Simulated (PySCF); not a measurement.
Where the electron goes

Species: C5H5NO.
Cartesian coordinates in Å at the GFN2-xTB level; atoms count from 1:
```xyz
12
C5H5NO angstrom
O      2.5775    1.1497    0.3312
C      1.9710    0.1378    0.1187
N      0.6066    0.0428    0.0353
C     -0.1140   -1.1076   -0.2086
C     -1.4334   -0.7956   -0.2156
C     -1.5410    0.6038    0.0323
C     -0.2838    1.0878    0.1811
H      2.4588   -0.8425   -0.0348
H      0.3839   -2.0458   -0.3542
H     -2.2497   -1.4708   -0.3786
H     -2.4535    1.1631    0.0899
H      0.0789    2.0764    0.3772
```

Method used: TDDFT PBE0/def2-SVPD, vertical, gas phase, core orbitals frozen in the response in PySCF 2.14.0, density-fitted response routines.

Frontier orbitals with the atoms that hold most of them (Löwdin shares over 4%, at most four atoms; ? is withheld):

```tsv
orbital	ε (eV)	atoms
HOMO-3	-11.03	O1 40%, C2 18%, N3 10%, C4 8%
HOMO-2	-8.39	O1 68%, C2 14%, H8 8%, N3 6%
HOMO-1	-7.90	N3 24%, C6 23%, C5 22%, O1 13%
HOMO	-6.92	?
LUMO	?	?
LUMO+1	0.80	C2 22%, C4 19%, H9 14%, H8 14%
LUMO+2	1.02	N3 19%, C4 18%, C5 13%, C2 11%
```

Q: Give the leading atoms of the HOMO.

A: C4 (bonded to C, N and H) 27%; C7 (bonded to C, N and H) 27%; C5 (bonded to 2 C and H) 16%; C6 (bonded to 2 C and H) 14%.

Q: Give the leading atoms of the LUMO.

A: C2 (bonded to N, O and H) 27%; O1 (bonded to C) 22%; C4 (bonded to C, N and H) 10%; C7 (bonded to C, N and H) 9%. By element: carbon 46% or more, oxygen 22%.

Q: What is the LUMO energy, and the HOMO–LUMO gap?

A: ε(LUMO) = -1.32 eV; the gap is 5.61 eV (0.2061 hartree).

Q: How does S1 compare with the orbital gap of 5.61 eV?

A: S1 is at 4.65 eV (f = 0.015), 0.96 eV below the gap, made of HOMO→LUMO (98%). Without the coupling terms of the response equations the lowest excitation would equal the gap.

Q: Give energy, strength and leading configuration of S1, S2, S3 and S4, and follow the Löwdin shares of the leading atoms from the occupied to the empty orbital.

A: 
- S1 (4.65 eV, f 0.015), HOMO→LUMO (98%): C4 27% → 10%, C7 27% → 9%, C2 at most 15% → 27%, O1 at most 15% → 22%
- S2 (4.98 eV, f 0.0008), HOMO-2→LUMO (96%): O1 68% → 22%, C2 14% → 27%
- S3 (5.82 eV, f 0.267), HOMO-1→LUMO (89%): N3 24% → at most 10%, C6 23% → at most 10%, C2 at most 13% → 27%, O1 13% → 22%
- S4 (6.58 eV, f 0.0027), HOMO→LUMO+1 (96%): C4 27% → 19%, C7 27% → at most 15%, C2 at most 15% → 22%

Löwdin shares depend on the basis, the more so with diffuse functions.

One conformer stands for the species.
